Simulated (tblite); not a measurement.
C₆H₉FN (doublet state).
Cartesian coordinates in Å at the GFN2-xTB level; atoms count from 1:
```xyz
17
C6H9FN angstrom
C     -1.4039   -1.1293    0.7773
C     -0.8488    0.0475    0.0131
N     -1.2881    1.3059    0.5134
C     -0.4875   -0.1134   -1.4339
F     -0.7025    0.8937   -2.3356
C      0.5984   -0.0264   -0.4848
C      1.8073   -0.7607   -0.0372
C      1.8620    0.7271   -0.2601
H     -1.1963   -1.0121    1.8390
H     -2.4823   -1.1923    0.6387
H     -0.9529   -2.0505    0.4222
H     -2.2727    1.3133    0.7457
H     -1.0704    2.0677   -0.1175
H      2.2979   -1.4061   -0.7518
H      1.8310   -1.1294    0.9776
H      1.9076    1.3725    0.6053
H      2.3942    1.1043   -1.1212
```

Method: GFN2-xTB as coded in tblite; computed harmonic values from a numerical Hessian at the method's own geometry, unscaled. The method is semi-empirical: single wavenumbers can be off by several per cent or more. One conformer, not necessarily the lowest. Open shells enter through the occupations alone, without spin polarisation, and single modes of such species can be off by tens of per cent.

Harmonic wavenumbers (cm⁻¹): 141.5, 160.7, 164.2, 184.0, 197.6, 238.2, 253.0, 351.2, 441.9, 499.7, 530.7, 645.1, 779.6, 795.6, 812.0, 848.1, 911.9, 982.1, 998.0, 1020.9, 1043.1, 1056.2, 1065.9, 1070.6, 1087.1, 1133.9, 1183.8, 1260.1, 1309.1, 1396.7, 1421.4, 1443.8, 1476.5, 1480.8, 1519.8, 1578.2, 3011.3, 3027.8, 3064.0, 3070.9, 3076.8, 3079.8, 3095.1, 3408.1, 3447.7.

A = 2410, B = 2031, C = 1515 MHz; mass 114.072 u (most abundant isotopes); point group C1, symmetry number 1; spin multiplicity 2.

What is the zero-point energy?

½Σν̃ = 29882 cm⁻¹ = 85.44 kcal/mol.

Give the ideal-gas entropy at 298.15 K and 1 bar in the rigid-rotor, harmonic-oscillator model (classical rotation).

Translation 40.14, rotation 28.16, vibration 21.23, spin (R ln 2) 1.38: S = 90.9 cal/(mol K).

And Cp and H(298.15 K) − H(0)?

Cp = 34.29 cal/(mol K), of which vibrations give 26.35 (their classical limit is 45 R = 89.4); H(298.15 K) − H(0) = 6.10 kcal/mol without the zero-point energy, 3.73 from vibrations.

Blend soft modes into free rotors: weight 1/[1 + (100 cm⁻¹/ν̃)⁴] for the oscillator and the rest for a rotor with moment μB/(μ + B), μ = h/(8π²ν), B = 10⁻⁴⁴ kg m². What vibrational entropy results?

21.15 cal/(mol K) in place of 21.23, which changes −T·S at 298.15 K by +0.02 kcal/mol.

Which modes carry the vibrational entropy at 298.15 K?

141.5 cm⁻¹: 2.78; 160.7 cm⁻¹: 2.54; 164.2 cm⁻¹: 2.50; 184.0 cm⁻¹: 2.29; 197.6 cm⁻¹: 2.16; 238.2 cm⁻¹: 1.82 cal/(mol K); the other 39 give 7.14 together.

What must be added to the electronic energy to get the Gibbs energy at 298.15 K and 1 bar?

ZPE + [H(298.15 K) − H(0)] − T·S = 85.44 + 6.10 − 27.10 = 64.44 kcal/mol.

How do the functions run with temperature in this model?

```tsv
T (K)	S (cal/(mol K))	Cp (cal/(mol K))	H − H(0) (kcal/mol)	G − H(0) (kcal/mol)	ln q(vib)
100	65.0	16.3	1.08	-5.41	0.55
200	79.1	25.3	3.18	-12.65	2.36
300	91.1	34.5	6.16	-21.17	4.42
500	112.8	51.1	14.81	-41.61	8.75
800	140.6	66.7	32.71	-79.76	15.16
1000	156.2	73.3	46.74	-109.48	19.19
```

q(vib) and H(0) count from the zero-point level.

Hindered rotation and anharmonicity are outside this model. Other conformers, if any are populated, would add a mixing term that is left out. The structure is chiral; the term R ln 2 for an equal mix with its mirror image is left out.

Hardware: an AMD EPYC 9B45 with one thread, shared host with 96 logical CPUs at a one-minute load of 12. Cost: 0.31 s of wall time. This covers the Hessian and the dipole derivatives.
